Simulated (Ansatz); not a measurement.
Molecule: C$_{4}$H$_{3}$OSe, net charge 0, doublet state. It need not be the lowest isomer of its formula. 
Geometry from a B3LYP-D3(BJ)/def2-TZVP (Ansatz, an electronic-structure program) optimisation:
SMILES: Oc1[c][se]cc1
```xyz
9

O      2.4973    -1.1505     0.6850
C      1.2752    -0.6808     0.3142
C      0.9637     0.5686    -0.1109
Se    -0.8637     0.8698    -0.3030
C     -1.0481    -0.9693     0.0727
C      0.1424    -1.5622     0.3387
H      3.1448    -0.4399     0.6062
H     -2.0081    -1.4500    -0.0262
H      0.2533    -2.6166     0.5546
```
Charge 0, spin multiplicity 2.

Basis-set convergence of Hartree-Fock and CCSD(T) correlation energies (hartree) with Ansatz. Cores are frozen in the correlated levels unless marked. UHF or UKS for open shells. No spin-orbit coupling. Frozen are the shells of the preceding noble gas and the d and f shells that filled before the atom's block. No relativistic terms.

The UHF reference is spin-contaminated (<S^2> 0.44 over the pure value in the largest basis). 

```json
[
 {"basis": "cc-pVDZ", "functions": "112", "E(HF)": "-2627.80459", "E(corr, CCSD(T))": "-0.85303"},
 {"basis": "cc-pVTZ", "functions": "235", "E(HF)": "-2627.94457", "E(corr, CCSD(T))": "-1.05369"},
 {"basis": "cc-pVQZ", "functions": "433", "E(HF)": "-2627.96361", "E(corr, CCSD(T))": "-1.11897"}
]
```

Extrapolating the two largest sets (X = 3 and 4) as X^-3: E(corr) = (64·(-1.11897) - 27·(-1.05369))/37 = -1.1666 Eh, an estimate of the basis-set limit. The largest set recovers 95.9 % of it, the smallest 73.1 %.
